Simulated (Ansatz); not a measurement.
Consider the ligand exchange at a Ga–O bond: `[OH][Ga]([SH])[O][SiH3]` + `CNC` → `C[N](C)[Ga]([OH])[SH]` + `O[SiH3]`.

Program: Ansatz. Geometries: PBE0-D4/def2-TZVP. ΔE: electronic, gas phase. CCSD(T)/CBS is the MP2 limit (def2-TZVPP, def2-QZVPP) plus CCSD(T) − MP2 in def2-TZVPP, frozen cores. DFT in def2-TZVPP. B3LYP here is the variant with VWN-RPA as its local correlation; programs differ in this. For Ga outer-core shells are correlated without core-valence functions, which leaves a few kJ/mol of doubt a bond. Scalar relativity is left out up to krypton. Each species was taken in one conformer, which may not be the lowest.

| level | ΔE (kcal/mol) | difference from CCSD(T)/CBS |
| --- | --- | --- |
| PBE0-D4 | 8.5 | 0.5 |
| B3LYP-D4 | 9.0 | 1.0 |
| ωB97X-V | 9.4 | 1.4 |
| ωB97M-V | 9.1 | 1.1 |
| PBE0 | 9.3 | 1.3 |
| B3LYP | 10.4 | 2.4 |
| MP2/def2-TZVPP | 7.9 | -0.1 |
| HF/def2-QZVPP | 14.0 | 6.0 |
| MP2/def2-QZVPP | 7.5 | -0.5 |
| MP2/CBS(def2) | 7.2 | -0.8 |
| CCSD(T)/CBS | 8.0 | 0 |

Largest T1 diagnostic among the species: 0.014.

In def2-TZVPP, CCSD(T) changes the Hartree–Fock value by −5.1 kcal/mol (the triples alone add −0.6 kcal/mol) and MP2 by −5.9 kcal/mol. The D4 term adds −1.4 kcal/mol with B3LYP and −0.8 kcal/mol with PBE0; it sums over pairs of atoms, weighted by their polarisabilities, and B3LYP, whose exchange is more repulsive, gets the larger term.
